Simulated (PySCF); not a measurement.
Point-charge models of `[SiH3][S][GeH2][SH]` against its computed dipole.

Coordinates (PBE0-D3(BJ)/def2-SVP, Å) and charges (e) from the PBE0/pcSseg-1 density (PySCF):

```tsv
atom	x	y	z	Mulliken	IAO	Hirshfeld	ESP-fitted
Si1	-1.588	0.669	-0.009	+0.4620	+0.5234	+0.2729	+0.2641
S2	-0.578	-0.713	1.303	-0.4244	-0.4092	-0.1844	-0.2729
Ge3	1.263	-1.034	0.094	+0.1431	+0.5184	+0.3033	+0.1580
S4	2.058	0.913	-0.637	-0.2695	-0.2914	-0.1257	-0.2951
H5	-3.027	0.597	0.377	-0.0644	-0.0983	-0.0702	-0.0317
H6	-1.101	2.066	0.165	-0.0497	-0.1086	-0.0746	-0.0464
H7	-1.421	0.251	-1.433	-0.0599	-0.1087	-0.0720	-0.0441
H8	0.964	-1.828	-1.186	+0.0500	-0.0702	-0.0545	+0.0430
H9	2.248	-1.759	1.025	+0.0484	-0.0653	-0.0536	+0.0229
H10	2.174	1.441	0.602	+0.1643	+0.1098	+0.0587	+0.2023
```

Question: Compute μ = Σ q r for each scheme (1 e·Å = 4.803 D) and compare with the dipole of the full density.

Answer: The full density gives (0.32, -0.03, -0.08) D, 0.33 D in size; dipole vectors point from the negative to the positive end.

```csv
scheme,μx,μy,μz,size (D),share of the full size (%),angle to the full dipole (°)
Mulliken,-0.06,0.58,-1.10,1.25,376,83
IAO,0.27,-0.33,-0.58,0.72,217,54
Hirshfeld,0.72,-0.24,-0.12,0.77,230,14
ESP-fitted,0.35,-0.07,-0.08,0.37,111,7
```

Question: Which set comes closest?

Answer: Length of the difference vector: ESP-fitted 0.05 D, Hirshfeld 0.45 D, IAO 0.59 D, Mulliken 1.25 D. Closest: ESP-fitted. 

Question: What is left for the Hirshfeld atoms' own dipoles?

Answer: The shares of the density sum to the whole, so what Σ q r misses lies in dipoles about the nuclei. The atomic dipoles sum to (0.32, -0.03, -0.08) − (0.72, -0.24, -0.12) = (-0.40, 0.21, 0.04) D, 0.45 D in size.

Question: With the origin at the mean of the coordinates, (0.099, 0.060, 0.030) Å, which are the largest single terms, by size, of the Hirshfeld dipole along the direction of the full one?

Answer: Si1 -2.19, Ge3 +1.75, S4 -1.20, H5 +1.06, S2 +0.79 D; all 10 atoms together +0.74 D. The single terms depend on the origin, their sum doesn't.

Question: Give the size of the full dipole in other units.

Answer: 0.33 D = 0.131 au = 0.069 e·Å = 1.11 × 10⁻³⁰ C·m.

Geometry: PBE0-D3(BJ)/def2-SVP, one conformer, isolated molecule. The calculation is non-relativistic, for germanium too.

Conformer computed: `[SiH3:1][S:2][GeH2:3][SH:4]`: Si1–S2–Ge3–S4 46°, H–S4–Ge3–S2 57°.
